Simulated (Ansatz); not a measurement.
Stretching the H–H spacing in H8 chain (multiplicity 1 held). Energies count from the point at 0.900 Å.
Geometry at that point (charge 0, multiplicity 1):
```xyz
8

H      0.0000     0.0000     0.0000
H      0.0000     0.0000     0.9000
H      0.0000     0.0000     1.8000
H      0.0000     0.0000     2.7000
H      0.0000     0.0000     3.6000
H      0.0000     0.0000     4.5000
H      0.0000     0.0000     5.4000
H      0.0000     0.0000     6.3000
```

Restricted levels (R-, RO-) in cc, def2 and unpolarised 6-31G sets keep to the state of the molecule at rest. U- levels take the lowest unrestricted solution at each point, which mixes spins at long bonds. Full CI gives the lowest state of the spin. Levels need not reach the same state.

Codes used: Ansatz (Gaussian basis) for Hartree–Fock, density functionals and correlated methods. Each number belongs to the level named beside it.

Energies in kJ/mol.

```
R (Å)  R-HF/6-31G  R-SCS-MP2/6-31G  U-CCSD/6-31G  U-CCSD(T)/6-31G  FCI/6-31G
-----  ----------  ---------------  ------------  ---------------  ---------
0.700         516              537           556              556        556
0.800         128              138           148              149        149
0.900           0                0             0                0          0
1.100         119               95            83               75         65
1.300         432              375           332              327        298
1.500         790              688           580              579        545
1.800        1311             1111           857              860        835
2.100        1770             1433          1018             1022       1009
2.500        2266             1676          1110             1115       1111
3.000        2715             1698             …             1147       1147
3.600        3060             1416             …             1156       1156
```

Q: What belongs in the gaps?

A: 
- 3.000, U-CCSD/6-31G: 1143
- 3.600, U-CCSD/6-31G: 1151

Doubts at one or more of the structures used: a restricted determinant that unrestricted orbitals would lower (R-HF/6-31G, R-SCS-MP2/6-31G); a spin-contaminated determinant (U-CCSD/6-31G, U-CCSD(T)/6-31G); T1 above 0.05 (U-CCSD/6-31G, U-CCSD(T)/6-31G); the program's own flag: large difference (U-CCSD/6-31G, U-CCSD(T)/6-31G).

Ansatz is a program for electronic structure.
